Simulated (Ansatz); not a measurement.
Cost and result for the atomization energy of `CC1CBC1` (14 atoms, 14 bonds).

Z-matrix (Å, degrees):
```
C
C 1 1.512
H 1 1.095 2 110.4
H 1 1.094 2 111.4 3 119.7
H 1 1.094 2 111.4 3 -119.7
C 2 1.557 1 117.9 3 -54.5
C 2 1.557 1 117.9 3 54.5
H 2 1.094 1 109.6 3 180.0
B 6 1.570 2 85.2 1 142.4
H 6 1.092 2 119.5 1 -92.7
H 6 1.098 2 109.2 1 32.1
H 7 1.092 2 119.5 1 92.8
H 7 1.098 2 109.2 1 -32.1
H 9 1.197 6 133.9 2 150.0
```

Total charge 0; spin multiplicity 1. All single points use the PBE0-D4/def2-TZVP geometry. Program: Ansatz. All runs use 4 threads of an Arm Neoverse V2 on a shared host. Times are those of one run each, without the atoms' runs, and a repeat can differ threefold. Electronic energies, without spin–orbit coupling; frozen cores. CCSD(T)/CBS adds CCSD(T) − MP2 in def2-TZVPP to the MP2 limit, and its time is that of the two runs behind it. T1 = 0.010. HSE06 is the plane-wave form, built on full-range PBE exchange.

CCSD(T)/CBS is a level of theory with its own doubt, some kJ/mol a heavy atom from the limit and from the frozen cores, so smaller differences don't rank the functionals.

```csv
level,functions,wall time
LDA (SPW92)/def2-TZVPP,281,1.2 s
revPBE-D4/def2-TZVPP,281,2 s
HSE06-D4/def2-TZVPP,281,2.7 s
PBE0-D4/def2-TZVPP,281,3.3 s
r2SCANh-D4/def2-TZVPP,281,4.4 s
B2PLYP/def2-TZVPP,281,5 s
PBE-QIDH/def2-TZVPP,281,5.5 s
CCSD(T)/def2-SVP,115,5.5 s
ωB97X-V/def2-TZVPP,281,7 s
ωB97M-V/def2-TZVPP (with forces),281,11 s
MP2/def2-QZVPP,555,34 s
CCSD(T)/def2-TZVPP,281,3.1 min
CCSD(T)/CBS(def2),–,3.6 min
```

**Question.** What atomization energy does each give, and how far from CCSD(T)/CBS? (An estimate is asked.)

**Answer.** Ansatz gave: 
| level | atomization (kcal/mol) | difference from CCSD(T)/CBS | per bond |
| --- | --- | --- | --- |
| LDA (SPW92)/def2-TZVPP | 1510.0 | 182.5 | 13.0 |
| revPBE-D4/def2-TZVPP | 1330.2 | 2.7 | 0.2 |
| HSE06-D4/def2-TZVPP | 1346.0 | 18.5 | 1.3 |
| PBE0-D4/def2-TZVPP | 1345.3 | 17.8 | 1.3 |
| r2SCANh-D4/def2-TZVPP | 1333.3 | 5.8 | 0.4 |
| B2PLYP/def2-TZVPP | 1319.7 | -7.8 | -0.6 |
| PBE-QIDH/def2-TZVPP | 1335.1 | 7.6 | 0.5 |
| CCSD(T)/def2-SVP | 1282.4 | -45.1 | -3.2 |
| ωB97X-V/def2-TZVPP | 1334.3 | 6.8 | 0.5 |
| ωB97M-V/def2-TZVPP (with forces) | 1336.8 | 9.3 | 0.7 |
| MP2/def2-QZVPP | 1332.9 | 5.4 | 0.4 |
| CCSD(T)/def2-TZVPP | 1300.6 | -26.9 | -1.9 |
| CCSD(T)/CBS(def2) | 1327.5 | 0.0 | 0.0 |

At CCSD(T), def2-SVP lies −45.1 kcal/mol from the extrapolated value and def2-TZVPP −26.9 kcal/mol: correlation converges slowly with the basis, and small sets miss more of it in the bonded molecule than in its fragments. From r2SCAN to r2SCAN0 (25 % exact exchange), in def2-TZVPP and without D4, the atomization energy moves by −10.5 kcal/mol: exact exchange takes away binding that semilocal exchange gives to molecules. In def2-TZVPP, CCSD(T) changes the Hartree–Fock value by +284.2 kcal/mol (the triples alone add +15.6 kcal/mol) and MP2 by +300.7 kcal/mol; breaking electron pairs costs correlation energy, which Hartree–Fock lacks.
